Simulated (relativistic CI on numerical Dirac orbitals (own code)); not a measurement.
## Hyperfine structure of Bi LXVI, mass number 207

Calculated at this level of theory: Dirac-Coulomb-Breit CI, KLI orbitals optimised for each configuration, a model potential for QED, unscaled Slater integrals (own radial code, finite nucleus).

Configurations in the expansion (outside the closed core [Ne]): 3s2 3p6, 3s2 3p5 3d, 3s 3p6 3d, 3s2 3p5 4s, 3s2 3p5 4p, 3s2 3p5 4d, 3s 3p6 4s, 3s2 3p5 4f, 3p6 3d2, 3p5 3d3, 3p5 3d2 4s, 3p5 3d2 4p, 3p5 3d2 4d, 3p6 3d 4s, 3p5 3d 4s2, 3p5 3d 4s 4p, 3p5 3d 4s 4d. Double excitations out of closed p, d and f shells are left out; levels of such configurations are missing from the list, as are those of other unlisted configurations, and high levels can miss mixing partners. These lack a partner that the ground configuration has and come out too high: 3s2 3p5 4f.

Nuclear spin I = 9/2, μ = 4.0729 μN, Q = -0.76 b (tables of Stone and Pyykkö). The electronic factors are computed for point nuclear moments, without core polarisation or the Bohr-Weisskopf and QED corrections.

```json
{"Level": "3s2 3p5 3d 3P°_1", "E (Ry)": "21.2916", "A (GHz)": "206.7", "B (GHz)": "-151"}
{"Level": "3s2 3p5 3d 3F°_3", "E (Ry)": "21.5474", "A (GHz)": "218.2", "B (GHz)": "407"}
{"Level": "3s2 3p5 3d 3D°_2", "E (Ry)": "21.9268", "A (GHz)": "218.5", "B (GHz)": "15.1"}
{"Level": "3s2 3p5 3d 3F°_4", "E (Ry)": "30.7564", "A (GHz)": "143.4", "B (GHz)": "391"}
{"Level": "3s2 3p5 3d 3D°_3", "E (Ry)": "32.1976", "A (GHz)": "125", "B (GHz)": "-178"}
{"Level": "3s2 3p5 3d 1P°_1", "E (Ry)": "34.7371", "A (GHz)": "-100.1", "B (GHz)": "5.95"}
{"Level": "3s2 3p5 3d 3F°_2", "E (Ry)": "65.5647", "A (GHz)": "895", "B (GHz)": "-104"}
{"Level": "3s 3p6 3d 3D_1", "E (Ry)": "85.0341", "A (GHz)": "-2154", "B (GHz)": "-44.9"}
```

Levels with J = 0, under 50 % of one LS term, or S terms without an open s electron are left out. Small factors come from cancelling terms and can be off by tens of per cent or more.

At this charge energies of transitions that change n are usually good to better than 1 %, and those within a shell (Δn = 0) to a few per cent.

Give the hyperfine levels of 3s2 3p5 3d 3F°_2 relative to its centre of gravity.

With K = F(F + 1) − I(I + 1) − J(J + 1), E = AK/2 + B[¾K(K + 1) − I(I + 1)J(J + 1)]/[2I(2I − 1)J(2J − 1)]: F = 5/2: -9893, F = 7/2: -6715, F = 9/2: -2655, F = 11/2: 2268, F = 13/2: 8029 GHz.

LS names give the leading component of a level, which can be under half, so a name can repeat, a term be missing and a line seem to break the LS rules.
